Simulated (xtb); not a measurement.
C3H6AuN, singlet, from a rough starting geometry (GFN-xTB shapes and energies of metal compounds can be far from the true ones); GFN2-xTB in xtb.

xtb was given this input:
```
$ xtb mol.xyz --gfn 2 --opt vtight --json

# file mol.xyz
11

Au     0.88244714     0.25719265    -0.97412935
C      2.19815675     0.66539926    -2.41192617
H      3.08016291     0.01017871    -2.37368878
H      2.61674482     1.69914668    -2.33193359
H      1.86913344     0.59074153    -3.43386877
C     -2.08645249    -0.64452217     2.24422076
N     -1.12764010    -0.32634819     1.21168069
C     -0.38748972    -0.12576454     0.43330319
H     -2.25016580     0.23417197     2.89893036
H     -1.71164877    -1.47126601     2.79929602
H     -3.12236842    -0.86798826     1.82665665
```

Output, abridged:

```
   ID    Z sym.   atoms
    1   79 Au     1
    2    6 C      2, 6, 8
    3    1 H      3-5, 9-11
    4    7 N      7

           -------------------------------------------------
          |                Calculation Setup                |
           -------------------------------------------------

           -------------------------------------------------
          |                 G F N 2 - x T B                 |
           -------------------------------------------------

          ...................................................
          :                      SETUP                      :
          :.................................................:
          :  # basis functions                  32          :
          :  # atomic orbitals                  31          :
          :  # shells                           17          :
          :  # electrons                        34          :
          :  max. iterations                   250          :
          :  Hamiltonian                  GFN2-xTB          :
          :  restarted?                      false          :
          :  GBSA solvation                  false          :
          :  PC potential                    false          :
          :  electronic temp.          300.0000000     K    :
          :  accuracy                    1.0000000          :
          :  -> integral cutoff          0.2500000E+02      :
          :  -> integral neglect         0.1000000E-07      :
          :  -> SCF convergence          0.1000000E-05 Eh   :
          :  -> wf. convergence          0.1000000E-03 e    :
          :  Broyden damping             0.4000000          :
          :  net charge                          0          :
          :  unpaired electrons                  0          :
          ...................................................

 iter      E             dE          RMSdq      gap      omega  full diag
   1    -16.3161420 -0.163161E+02  0.484E+00    6.88       0.0  T
   2    -16.4123337 -0.961917E-01  0.348E+00    3.83       1.0  T
   3    -16.4349722 -0.226385E-01  0.196E+00    3.09       1.0  T
   4    -16.4346590  0.313184E-03  0.102E+00    2.95       1.0  T
   5    -16.4378136 -0.315457E-02  0.193E-01    2.79       1.0  T
   6    -16.4378272 -0.136056E-04  0.102E-01    2.80       1.0  T
   7    -16.4378353 -0.808430E-05  0.214E-02    2.83       1.4  T
   8    -16.4378363 -0.104276E-05  0.117E-02    2.82       2.6  T
   9    -16.4378372 -0.893357E-06  0.439E-03    2.83       6.9  T
  10    -16.4378374 -0.187871E-06  0.123E-03    2.83      24.5  T
  11    -16.4378374 -0.163228E-08  0.283E-04    2.83     106.5  T
  12    -16.4378374 -0.535110E-10  0.115E-04    2.83     262.8  T

   *** convergence criteria satisfied after 12 iterations ***

         :::::::::::::::::::::::::::::::::::::::::::::::::::::
         ::                     SUMMARY                     ::
         :::::::::::::::::::::::::::::::::::::::::::::::::::::
         :: total energy             -16.168683765343 Eh    ::
         :: gradient norm              0.301320745522 Eh/a0 ::
         :: HOMO-LUMO gap              2.826815334651 eV    ::
         ::.................................................::
         :: SCC energy               -16.437869567007 Eh    ::
         :: -> isotropic ES            0.020793756241 Eh    ::
         :: -> anisotropic ES          0.001775885408 Eh    ::
         :: -> anisotropic XC          0.017482608998 Eh    ::
         :: -> dispersion             -0.005528234958 Eh    ::
         :: repulsion energy           0.269185801664 Eh    ::
         :: add. restraining           0.000000000000 Eh    ::
         :: total charge              -0.000000000000 e     ::
         :::::::::::::::::::::::::::::::::::::::::::::::::::::

      -----------------------------------------------------------
     |                   =====================                   |
     |                        A N C O P T                        |
     |                   =====================                   |
     |               Approximate Normal Coordinate               |
     |                Rational Function Optimizer                |
      -----------------------------------------------------------
      -----------------------------------------------------------
     |                   =====================                   |
     |                        A N C O P T                        |
     |                   =====================                   |
     |               Approximate Normal Coordinate               |
     |                Rational Function Optimizer                |
      -----------------------------------------------------------

          ...................................................
          :                      SETUP                      :
          :.................................................:
          :   optimization level         verytight          :
          :   max. optcycles                   220          :
          :   ANC micro-cycles                  20          :
          :   degrees of freedom                27          :
          :.................................................:
          :   RF solver                   davidson          :
          :   write xtbopt.log                true          :
          :   linear?                        false          :
          :   energy convergence         0.1000000E-06 Eh   :
          :   grad. convergence          0.2000000E-03 Eh/α :
          :   maxmium RF displ.          1.0000000          :
          :   Hlow (freq-cutoff)         0.1000000E-01      :
          :   Hmax (freq-cutoff)         5.0000000          :
          :   S6 in model hess.         20.0000000          :
          ...................................................

generating ANC from exact Hessian ...
Using Lindh-Hessian (1995)
 Shifting diagonal of input Hessian by    9.3638850461753645E-003
[...]
 * total energy  :   -16.1865130 Eh     change       -0.7333773E-04 Eh
 * total energy  :   -16.1865999 Eh     change       -0.8692456E-04 Eh
 * total energy  :   -16.1866744 Eh     change       -0.7448115E-04 Eh
 * total energy  :   -16.1866954 Eh     change       -0.2098034E-04 Eh
 * total energy  :   -16.1867044 Eh     change       -0.9081235E-05 Eh
 * total energy  :   -16.1867065 Eh     change       -0.2024964E-05 Eh
 * total energy  :   -16.1867085 Eh     change       -0.2024935E-05 Eh
 * total energy  :   -16.1867109 Eh     change       -0.2436815E-05 Eh
 * total energy  :   -16.1867136 Eh     change       -0.2659792E-05 Eh
 * total energy  :   -16.1867147 Eh     change       -0.1110884E-05 Eh
 * total energy  :   -16.1867148 Eh     change       -0.1370146E-06 Eh
 * total energy  :   -16.1867149 Eh     change       -0.5616341E-07 Eh
   *** GEOMETRY OPTIMIZATION CONVERGED AFTER 39 ITERATIONS ***
         :: total energy             -16.186714901045 Eh    ::
[...]
         ::.................................................::
         :: SCC energy               -16.410157725573 Eh    ::
         :: -> isotropic ES            0.017580229424 Eh    ::
         :: -> anisotropic ES          0.001927001414 Eh    ::
         :: -> anisotropic XC          0.016622498686 Eh    ::
         :: -> dispersion             -0.005559438620 Eh    ::
         :: repulsion energy           0.223442824529 Eh    ::
         :: add. restraining           0.000000000000 Eh    ::
         :: total charge              -0.000000000000 e     ::
         :::::::::::::::::::::::::::::::::::::::::::::::::::::

           -------------------------------------------------
          |                Property Printout                |
           -------------------------------------------------

    * Orbital Energies and Occupations

         #    Occupation            Energy/Eh            Energy/eV
      -------------------------------------------------------------
         1        2.0000           -0.6946455             -18.9023
       ...           ...                  ...                  ...
         5        2.0000           -0.5684854             -15.4693
         6        2.0000           -0.5270187             -14.3409
         7        2.0000           -0.4978744             -13.5479
         8        2.0000           -0.4903450             -13.3430
         9        2.0000           -0.4882748             -13.2866
        10        2.0000           -0.4130849             -11.2406
        11        2.0000           -0.4130507             -11.2397
        12        2.0000           -0.3850472             -10.4777
        13        2.0000           -0.3848853             -10.4733
        14        2.0000           -0.3819179             -10.3925
        15        2.0000           -0.3805404             -10.3550
        16        2.0000           -0.3739352             -10.1753
        17        2.0000           -0.3404717              -9.2647 (HOMO)
        18                         -0.2445671              -6.6550 (LUMO)
        19                         -0.2431305              -6.6159
        20                         -0.0147804              -0.4022
        21                          0.0425193               1.1570
        22                          0.0518248               1.4102
        23                          0.1107526               3.0137
        24                          0.1355364               3.6881
        25                          0.1791474               4.8748
        26                          0.1800475               4.8993
        27                          0.2640388               7.1849
        28                          0.2641416               7.1877
       ...                                ...                  ...
        31                          1.0199878              27.7553
      -------------------------------------------------------------
                  HL-Gap            0.0959046 Eh            2.6097 eV
             Fermi-level           -0.2925194 Eh           -7.9599 eV

     #   Z          covCN         q      C6AA      α(0)
     1  79 Au       1.938     0.128   284.333    32.302
     2   6 C        3.730    -0.210    24.764     7.104
     3   1 H        0.925    -0.020     3.426     2.894
     4   1 H        0.925    -0.022     3.473     2.914
     5   1 H        0.925    -0.021     3.440     2.901
     6   6 C        3.684    -0.039    21.483     6.636
     7   7 N        1.828    -0.007    22.087     6.964
     8   6 C        1.885    -0.050    32.469     9.203
     9   1 H        0.924     0.080     1.976     2.198
    10   1 H        0.924     0.080     1.983     2.202
    11   1 H        0.924     0.080     1.974     2.197

 Mol. C6AA /au·bohr⁶  :       2159.932410
 Mol. C8AA /au·bohr⁸  :      92349.493063
 Mol. α(0) /au        :         77.516270

Wiberg/Mayer (AO) data.
largest (>0.10) Wiberg bond orders for each atom

 ---------------------------------------------------------------------------
     #   Z sym  total        # sym  WBO       # sym  WBO       # sym  WBO
 ---------------------------------------------------------------------------
     1  79 Au   1.754 --     2 C    0.805     8 C    0.787     7 N    0.131
     2   6 C    3.918 --     4 H    0.997     5 H    0.995     3 H    0.994
                             1 Au   0.805     8 C    0.100
     3   1 H    0.998 --     2 C    0.994
     4   1 H    0.999 --     2 C    0.997
     5   1 H    0.998 --     2 C    0.995
     6   6 C    3.963 --     7 N    1.033    10 H    0.958    11 H    0.957
                             9 H    0.957
     7   7 N    3.673 --     8 C    2.483     6 C    1.033     1 Au   0.131
     8   6 C    3.513 --     7 N    2.483     1 Au   0.787     2 C    0.100
     9   1 H    0.991 --     6 C    0.957
    10   1 H    0.993 --     6 C    0.958
    11   1 H    0.993 --     6 C    0.957
 ---------------------------------------------------------------------------

Topologies differ in total number of bonds
Writing topology from bond orders to xtbtopo.mol

molecular dipole:
                 x           y           z       tot (Debye)
 q only:       -1.744      -0.533       1.878
   full:       -1.890      -0.467       2.035       7.158
molecular quadrupole (traceless):
                xx          xy          yy          xz          yz          zz
 q only:        0.104      -1.671       0.128       1.098       1.823      -0.232
  q+dip:        0.532      -0.791      -0.990      -0.747       0.872       0.458
   full:        0.378      -0.886      -0.532       0.256       0.975       0.154

optimized geometry written to: xtbopt.xyz

           -------------------------------------------------
          | TOTAL ENERGY              -16.186714901045 Eh   |
          | GRADIENT NORM               0.000033568353 Eh/α |
          | HOMO-LUMO GAP               2.609697686935 eV   |
           -------------------------------------------------
```
